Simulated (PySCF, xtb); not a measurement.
C₃H₈FNSi, SMILES C/C=N/[C@H](F)[SiH3].

GFN2-xTB (xtb) at its own geometry gives an orbital gap of 4.00 eV and a dipole moment of 1.67 D.

Geometry optimised at ωB97X-D3(BJ)/def2-SVP. The structure was generated by enumeration; whether it is a known compound was not checked. Other conformers were not sampled.

**Question.** What does r2SCAN/def2-TZVP run with PySCF give? (Estimate from the structure and the level; the computed values follow.)

**Answer.** gap 5.48 eV (levels -6.67 and -1.19 eV), dipole 0.98 D.
